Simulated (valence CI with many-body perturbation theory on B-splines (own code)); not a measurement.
E1 transitions of Pb LXXVI

Method: relativistic CI+MBPT: five valence electrons over a frozen Dirac-Fock core [He], radial functions for each j: 9 s, 9 p, 8 d, 6 f, 3 g, 1 h, with the one-electron correlation potential Σ1, the two-electron term Σ2, the three-electron term Σ3, Breit, model QED; selected CI, second order for the rest (own B-spline code, finite nucleus).

The last digits are not significant, and no measured levels were compared; by estimate large intervals hold to a few tenths of a per cent, small ones and those within an open d or f shell to about a per cent. Among the levels kept, up to 1100 cm⁻¹ of a level comes from second order outside the variational space, and about a tenth of that is noise between levels of different J, which matters for small intervals.

Lines 1 to 50 of 268 in falling wavelength, among levels below 1070.5 Ry, chosen from the strongest by gf and those to the six lowest levels. Wavelengths and rates use the calculated energies. Electric multipoles are in the length gauge, E1 and E2 with the static RPA response of the core. Weak lines are less certain than strong ones. Lines between different terms over intervals too small for the method are left out, as are lines whose strength nearly cancels. The highest levels of a list are the least certain.

Levels are named by their leading jj configuration (3d3/2^4 stands for four electrons in 3d with j = 3/2), which in mixed levels can hold well under half, so a name can repeat and another be missing. Letters in brackets count levels of one name in rising energy.

| λ vac (nm) | Upper | Lower | A (s⁻¹) | S (a.u.) |
| --- | --- | --- | --- | --- |
| 12.17 | (2s 2p1/2^2 2p3/2 3p1/2) J=5/2 | (2s 2p1/2^2 2p3/2 3s) J=3/2 [a] | 3.84e+09 | 2.05e-02 |
| 10.89 | (2s^2 2p1/2 2p3/2 3p1/2) J=5/2 | (2s^2 2p1/2 2p3/2 3s) J=3/2 [b] | 5.41e+09 | 2.07e-02 |
| 10.16 | (2s^2 2p1/2 2p3/2 3p1/2) J=5/2 | (2s^2 2p1/2 2p3/2 3s) J=5/2 | 6.13e+09 | 1.91e-02 |
| 9.148 | (2s 2p1/2^2 2p3/2 3p1/2) J=3/2 [a] | (2s 2p1/2^2 2p3/2 3s) J=5/2 | 1.50e+10 | 2.27e-02 |
| 9.141 | (2s 2p1/2^2 2p3/2 3p1/2) J=5/2 | (2s 2p1/2^2 2p3/2 3s) J=5/2 | 9.35e+09 | 2.12e-02 |
| 7.129 | (2s^2 2p1/2 2p3/2 3p1/2) J=3/2 [b] | (2s^2 2p1/2 2p3/2 3s) J=5/2 | 2.47e+10 | 1.77e-02 |
| 4.826 | (2s^2 2p1/2 2p3/2 3d5/2) J=3/2 [a] | (2s^2 2p1/2 2p3/2 3p3/2) J=3/2 [b] | 3.99e+10 | 8.86e-03 |
| 4.805 | (2s^2 2p1/2 2p3/2 3d5/2) J=3/2 [b] | (2s^2 2p1/2 2p3/2 3p3/2) J=1/2 [b] | 5.29e+10 | 1.16e-02 |
| 4.706 | (2s^2 2p1/2 2p3/2 3d5/2) J=1/2 | (2s^2 2p1/2 2p3/2 3p3/2) J=1/2 [b] | 7.20e+10 | 7.41e-03 |
| 4.636 | (2s^2 2p1/2 2p3/2 3d5/2) J=5/2 [b] | (2s^2 2p1/2 2p3/2 3p3/2) J=5/2 [b] | 3.24e+10 | 9.56e-03 |
| 4.636 | (2s 2p1/2^2 2p3/2 3d5/2) J=5/2 | (2s 2p1/2^2 2p3/2 3p3/2) J=5/2 [a] | 5.08e+10 | 1.50e-02 |
| 4.575 | (2s 2p1/2^2 2p3/2 3d5/2) J=9/2 | (2s 2p1/2^2 2p3/2 3p3/2) J=7/2 | 1.49e+11 | 7.04e-02 |
| 4.532 | (2s 2p1/2^2 2p3/2 3d5/2) J=7/2 | (2s 2p1/2^2 2p3/2 3p3/2) J=5/2 [a] | 1.22e+11 | 4.49e-02 |
| 4.491 | (2s^2 2p1/2 2p3/2 3d5/2) J=7/2 [b] | (2s^2 2p1/2 2p3/2 3p3/2) J=5/2 [b] | 1.14e+11 | 4.09e-02 |
| 4.488 | (2s^2 2p1/2 2p3/2 3d5/2) J=5/2 [b] | (2s^2 2p1/2 2p3/2 3p3/2) J=3/2 [b] | 7.66e+10 | 2.05e-02 |
| 4.486 | (2s^2 2p1/2 2p3/2 3d5/2) J=7/2 [a] | (2s^2 2p1/2 2p3/2 3p3/2) J=5/2 [a] | 1.27e+11 | 4.54e-02 |
| 4.425 | (2s 2p1/2^2 2p3/2 3d5/2) J=3/2 | (2s 2p1/2^2 2p3/2 3p3/2) J=1/2 [a] | 5.24e+10 | 8.97e-03 |
| 4.420 | (2s^2 2p1/2^2 3d5/2) J=5/2 | (2s^2 2p1/2^2 3p3/2) J=3/2 | 1.55e+11 | 3.96e-02 |
| 4.412 | (2s^2 2p1/2 2p3/2 3d5/2) J=9/2 | (2s^2 2p1/2 2p3/2 3p3/2) J=7/2 | 1.54e+11 | 6.54e-02 |
| 4.301 | (2s 2p1/2^2 2p3/2 3d5/2) J=5/2 | (2s 2p1/2^2 2p3/2 3p3/2) J=3/2 [a] | 1.02e+11 | 2.41e-02 |
| 4.272 | (2s^2 2p1/2 2p3/2 3d5/2) J=5/2 [a] | (2s^2 2p1/2 2p3/2 3p3/2) J=3/2 [a] | 1.12e+11 | 2.58e-02 |
| 4.234 | (2s^2 2p1/2 2p3/2 3d5/2) J=3/2 [a] | (2s^2 2p1/2 2p3/2 3p3/2) J=1/2 [a] | 9.55e+10 | 1.43e-02 |
| 4.058 | (2s 2p1/2^2 2p3/2 3d5/2) J=7/2 | (2s 2p1/2^2 2p3/2 3p3/2) J=7/2 | 3.85e+10 | 1.02e-02 |
| 4.053 | (2s 2p1/2^2 2p3/2 3d5/2) J=3/2 | (2s 2p1/2^2 2p3/2 3p3/2) J=3/2 [a] | 1.02e+11 | 1.34e-02 |
| 4.003 | (2s^2 2p1/2 2p3/2 3d5/2) J=7/2 [b] | (2s^2 2p1/2 2p3/2 3p3/2) J=7/2 | 3.29e+10 | 8.34e-03 |
| 3.816 | (2s^2 2p1/2 2p3/2 3d5/2) J=3/2 [b] | (2s^2 2p1/2 2p3/2 3p3/2) J=3/2 [a] | 8.39e+10 | 9.20e-03 |
| 3.379 | (2s 2p1/2^2 2p3/2 3p3/2) J=7/2 | (2s^2 2p1/2 2p3/2 3p3/2) J=5/2 [a] | 7.68e+10 | 1.17e-02 |
| 3.203 | (2s 2p1/2^2 2p3/2^2) J=5/2 | (2s^2 2p1/2 2p3/2^2) J=5/2 | 2.69e+10 | 2.62e-03 |
| 3.025 | (2s 2p1/2^2 2p3/2^2) J=5/2 | (2s^2 2p1/2 2p3/2^2) J=3/2 | 3.94e+10 | 3.23e-03 |
| 2.774 | (2s 2p1/2^2 2p3/2^2) J=1/2 | (2s^2 2p1/2 2p3/2^2) J=1/2 | 9.20e+10 | 1.94e-03 |
| 2.767 | (2s 2p1/2^2 2p3/2^2) J=3/2 | (2s^2 2p1/2 2p3/2^2) J=1/2 | 2.06e+07 | 8.59e-07 |
| 2.425 | (2s 2p1/2^2 2p3/2^2) J=3/2 | (2s^2 2p1/2 2p3/2^2) J=5/2 | 1.08e+11 | 3.03e-03 |
| 2.326 | (2s 2p1/2^2 2p3/2^2) J=1/2 | (2s^2 2p1/2 2p3/2^2) J=3/2 | 7.23e+07 | 8.99e-07 |
| 2.321 | (2s 2p1/2^2 2p3/2^2) J=3/2 | (2s^2 2p1/2 2p3/2^2) J=3/2 | 3.28e+10 | 8.10e-04 |
| 2.305 | (2p1/2^2 2p3/2^3) J=3/2 | (2s 2p1/2 2p3/2^3) J=5/2 | 2.00e+11 | 4.83e-03 |
| 1.754 | (2s 2p1/2^2 2p3/2 3p3/2) J=5/2 [a] | (2s 2p1/2^2 2p3/2 3s) J=3/2 [b] | 2.11e+11 | 3.37e-03 |
| 1.648 | (2s^2 2p1/2 2p3/2 3d3/2) J=5/2 [b] | (2s^2 2p1/2 2p3/2 3p1/2) J=3/2 [b] | 1.45e+12 | 1.92e-02 |
| 1.636 | (2s^2 2p1/2 2p3/2 3d3/2) J=3/2 [b] | (2s^2 2p1/2 2p3/2 3p1/2) J=3/2 [b] | 1.60e+12 | 1.38e-02 |
| 1.611 | (2s^2 2p1/2 2p3/2 3d3/2) J=1/2 [b] | (2s^2 2p1/2 2p3/2 3p1/2) J=3/2 [b] | 1.99e+12 | 8.21e-03 |
| 1.610 | (2s^2 2p1/2 2p3/2 3d3/2) J=5/2 [a] | (2s^2 2p1/2 2p3/2 3p1/2) J=5/2 | 5.03e+11 | 6.22e-03 |
| 1.609 | (2s^2 2p1/2 2p3/2 3p3/2) J=1/2 [a] | (2s^2 2p1/2 2p3/2 3s) J=3/2 [b] | 8.00e+11 | 3.29e-03 |
| 1.601 | (2s 2p1/2^2 2p3/2 3p3/2) J=3/2 [a] | (2s 2p1/2^2 2p3/2 3s) J=3/2 [a] | 2.87e+12 | 2.32e-02 |
| 1.599 | (2s 2p1/2^2 2p3/2 3d3/2) J=5/2 [a] | (2s 2p1/2^2 2p3/2 3p1/2) J=5/2 | 1.41e+12 | 1.71e-02 |
| 1.599 | (2s 2p1/2^2 2p3/2 3d3/2) J=5/2 [a] | (2s 2p1/2^2 2p3/2 3p1/2) J=3/2 [a] | 1.23e+12 | 1.49e-02 |
| 1.598 | (2s^2 2p1/2 2p3/2 3p3/2) J=3/2 [a] | (2s^2 2p1/2 2p3/2 3s) J=3/2 [b] | 1.75e+12 | 1.41e-02 |
| 1.597 | (2s 2p1/2^2 2p3/2 3d3/2) J=3/2 [b] | (2s 2p1/2^2 2p3/2 3p1/2) J=3/2 [b] | 1.10e+12 | 8.80e-03 |
| 1.594 | (2s 2p1/2^2 2p3/2 3d3/2) J=3/2 [b] | (2s 2p1/2^2 2p3/2 3p1/2) J=1/2 | 1.42e+12 | 1.14e-02 |
| 1.587 | (2s 2p1/2^2 2p3/2 3d3/2) J=5/2 [b] | (2s 2p1/2^2 2p3/2 3p1/2) J=3/2 [b] | 2.71e+12 | 3.20e-02 |
| 1.586 | (2s 2p1/2^2 2p3/2 3d3/2) J=3/2 [a] | (2s 2p1/2^2 2p3/2 3p1/2) J=5/2 | 5.80e+11 | 4.56e-03 |
| 1.585 | (2s 2p1/2^2 2p3/2 3d3/2) J=3/2 [a] | (2s 2p1/2^2 2p3/2 3p1/2) J=3/2 [a] | 2.16e+12 | 1.70e-02 |
